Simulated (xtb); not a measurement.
xtb input (GFN1-xTB):

```bash
xtb mol.xyz --gfn 1 --sp --chrg 0 --uhf 0
```
mol.xyz:
```
9

C     -1.52898140     0.28395697    -0.12508139
C     -0.29755424    -0.55255937    -0.45372486
N      0.87491221    -0.03012743     0.16507582
C      1.81617265     0.41968872     0.68333094
H     -1.40208934     1.30883811    -0.47290718
H     -1.70519531     0.30357724     0.95010670
H     -2.40413276    -0.14490062    -0.61444932
H     -0.42628060    -1.58198720    -0.11434102
H     -0.12450949    -0.58115343    -1.53108804
```

End of the output:

```
         :::::::::::::::::::::::::::::::::::::::::::::::::::::
         ::                     SUMMARY                     ::
         :::::::::::::::::::::::::::::::::::::::::::::::::::::
         :: total energy             -12.140647365590 Eh    ::
         :: gradient norm              0.014187946247 Eh/a0 ::
         :: HOMO-LUMO gap              5.314449337027 eV    ::
         ::.................................................::
         :: SCC energy               -12.331909394081 Eh    ::
         :: -> electrostatic           0.008745064275 Eh    ::
         :: repulsion energy           0.193674970671 Eh    ::
         :: dispersion energy         -0.002412942180 Eh    ::
         :: halogen bond corr.         0.000000000000 Eh    ::
         :: add. restraining           0.000000000000 Eh    ::
         :: total charge              -0.000000000000 e     ::
         :::::::::::::::::::::::::::::::::::::::::::::::::::::

           -------------------------------------------------
          |                Property Printout                |
           -------------------------------------------------

    * Orbital Energies and Occupations

         #    Occupation            Energy/Eh            Energy/eV
      -------------------------------------------------------------
         1        2.0000           -0.7661111             -20.8469
         2        2.0000           -0.6677134             -18.1694
         3        2.0000           -0.6343946             -17.2628
         4        2.0000           -0.5834081             -15.8753
         5        2.0000           -0.5754694             -15.6593
         6        2.0000           -0.5415186             -14.7355
         7        2.0000           -0.5185164             -14.1095
         8        2.0000           -0.5132665             -13.9667
         9        2.0000           -0.4671946             -12.7130
        10        2.0000           -0.4634333             -12.6107
        11        2.0000           -0.4040039             -10.9935 (HOMO)
        12                         -0.2087015              -5.6791 (LUMO)
        13                         -0.2048045              -5.5730
        14                         -0.1359253              -3.6987
        15                         -0.1316551              -3.5825
        16                         -0.0924297              -2.5151
Note: The following floating-point exceptions are signalling: IEEE_DENORMAL
normal termination of xtb
        17                         -0.0734900              -1.9998
        18                         -0.0590820              -1.6077
        19                          0.0963424               2.6216
        20                          0.1081108               2.9418
        21                          0.2006352               5.4596
        22                          0.2678478               7.2885
       ...                                ...                  ...
        26                          1.0534164              28.6649
      -------------------------------------------------------------
                  HL-Gap            0.1953024 Eh            5.3144 eV
             Fermi-level           -0.3063527 Eh           -8.3363 eV

  Mulliken/CM5 charges         n(s)   n(p)   n(d)
     1C    -0.08935 -0.23443   1.009  3.080  0.000
     2C     0.10692  0.06222   0.995  2.898  0.000
     3N    -0.16628 -0.38152   1.460  3.706  0.000
     4C    -0.05344  0.06107   1.553  2.501  0.000
     5H     0.04270  0.09666   0.957  0.000  0.000
     6H     0.04270  0.09666   0.957  0.000  0.000
     7H     0.03387  0.08558   0.966  0.000  0.000
     8H     0.04143  0.10688   0.959  0.000  0.000
     9H     0.04143  0.10688   0.959  0.000  0.000

Wiberg/Mayer (AO) data.
largest (>0.10) Wiberg bond orders for each atom

 ---------------------------------------------------------------------------
     #   Z sym  total        # sym  WBO       # sym  WBO       # sym  WBO
 ---------------------------------------------------------------------------
     1   6 C    3.995 --     2 C    1.005     7 H    0.987     5 H    0.987
                             6 H    0.987
     2   6 C    3.957 --     1 C    1.005     8 H    0.968     9 H    0.968
                             3 N    0.953
     3   7 N    3.575 --     4 C    2.602     2 C    0.953
     4   6 C    2.739 --     3 N    2.602
     5   1 H    1.003 --     1 C    0.987
     6   1 H    1.003 --     1 C    0.987
     7   1 H    1.004 --     1 C    0.987
     8   1 H    1.008 --     2 C    0.968
     9   1 H    1.008 --     2 C    0.968
 ---------------------------------------------------------------------------

Topologies differ in total number of bonds
Writing topology from bond orders to xtbtopo.mol

 dipole moment from electron density (au)
     X       Y       Z
  -1.2060  -0.5138  -0.6198  total (Debye):    3.685

           -------------------------------------------------
          | TOTAL ENERGY              -12.140647365590 Eh   |
          | GRADIENT NORM               0.014187946247 Eh/α |
          | HOMO-LUMO GAP               5.314449337027 eV   |
           -------------------------------------------------

------------------------------------------------------------------------
------------------------------------------------------------------------
 total:
 SCF:
```
